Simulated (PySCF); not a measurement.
## `P[Si@H]1CC[SiH2]N[SiH2]1`: 4 charge schemes on one density

C₂H₁₂NPSi₃.
Geometry (GFN2-xTB, Å), atoms numbered from 1 in this order:
```xyz
19
C2H12NPSi3 angstrom
P      2.262   -2.513   -0.441
Si     0.726   -0.906   -0.811
C     -0.764   -1.354    0.302
C     -1.902   -0.342    0.177
Si    -1.516    1.380    0.877
N     -0.150    2.046    0.035
Si     1.346    1.302   -0.441
H      3.168   -1.984   -1.338
H      2.874   -1.883    0.626
H      0.310   -1.170   -2.209
H     -0.446   -1.415    1.347
H     -1.128   -2.352    0.038
H     -2.782   -0.727    0.700
H     -2.187   -0.257   -0.873
H     -1.249    1.271    2.321
H     -2.629    2.303    0.634
H     -0.127    3.053    0.051
H      2.373    1.491    0.605
H      1.811    2.067   -1.607
```

Density: PBE0/pcSseg-1 (PySCF); schemes: Mulliken, IAO, Hirshfeld and ESP-fitted. Geometry: GFN2-xTB, one conformer, isolated molecule.

Give the atomic charges in each scheme.

In e:

| atom | environment | Mulliken | IAO | Hirshfeld | ESP-fitted |
| --- | --- | --- | --- | --- | --- |
| P1 | three-coordinate phosphorus | -0.190 | -0.091 | -0.026 | -0.402 |
| Si2 | SiH silicon | +0.184 | +0.408 | +0.217 | +0.291 |
| C3 | sp3 carbon bound to silicon | -0.511 | -0.505 | -0.154 | -0.023 |
| C4 | sp3 carbon bound to silicon | -0.539 | -0.544 | -0.160 | -0.386 |
| Si5 | SiH2 silicon | +0.795 | +0.890 | +0.369 | +0.518 |
| N6 | nitrogen bridging silicon atoms | -0.834 | -0.936 | -0.333 | -0.715 |
| Si7 | SiH2 silicon | +0.554 | +0.601 | +0.276 | +0.231 |
| H8 | P–H hydrogen | +0.055 | -0.006 | -0.013 | +0.128 |
| H9 | P–H hydrogen | +0.053 | -0.008 | -0.014 | +0.116 |
| H10 | Si–H hydrogen | -0.001 | -0.097 | -0.079 | -0.069 |
| H11 | methylene hydrogen | +0.148 | +0.139 | +0.034 | +0.067 |
| H12 | methylene hydrogen | +0.159 | +0.152 | +0.041 | +0.035 |
| H13 | methylene hydrogen | +0.146 | +0.149 | +0.040 | +0.108 |
| H14 | methylene hydrogen | +0.149 | +0.145 | +0.038 | +0.113 |
| H15 | Si–H hydrogen | -0.108 | -0.164 | -0.094 | -0.120 |
| H16 | Si–H hydrogen | -0.112 | -0.136 | -0.084 | -0.127 |
| H17 | N–H hydrogen | +0.222 | +0.266 | +0.116 | +0.379 |
| H18 | Si–H hydrogen | -0.088 | -0.143 | -0.092 | -0.076 |
| H19 | Si–H hydrogen | -0.084 | -0.119 | -0.082 | -0.069 |

Mean size of the charges over all atoms: IAO 0.289 e, Mulliken 0.260 e, ESP-fitted 0.209 e, Hirshfeld 0.119 e. Each set sums to the total charge, 0, to within 0.001 e. The Mulliken scheme gives each basis function's population to the atom it is centred on and halves the overlap population of two atoms between them. The IAO scheme counts the electrons in orthogonalised intrinsic atomic orbitals, a minimal basis polarised so that it spans the occupied orbitals exactly.

Lowest charge. All schemes agree: Mulliken N6 (-0.834); IAO N6 (-0.936); Hirshfeld N6 (-0.333); ESP-fitted N6 (-0.715).

Highest charge. All schemes agree: Mulliken Si5 (+0.795); IAO Si5 (+0.890); Hirshfeld Si5 (+0.369); ESP-fitted Si5 (+0.518).

How many electrons does the Mulliken scheme count on P1?

Z − q = 15 − (-0.190) = 15.190.

How closely do the schemes follow one another over all atoms?

Correlation coefficient and root-mean-square difference: Mulliken with IAO 0.99, 0.075 e; IAO with Hirshfeld 0.98, 0.244 e; Mulliken with Hirshfeld 0.94, 0.216 e; IAO with ESP-fitted 0.88, 0.201 e; Mulliken with ESP-fitted 0.88, 0.174 e; Hirshfeld with ESP-fitted 0.86, 0.163 e.
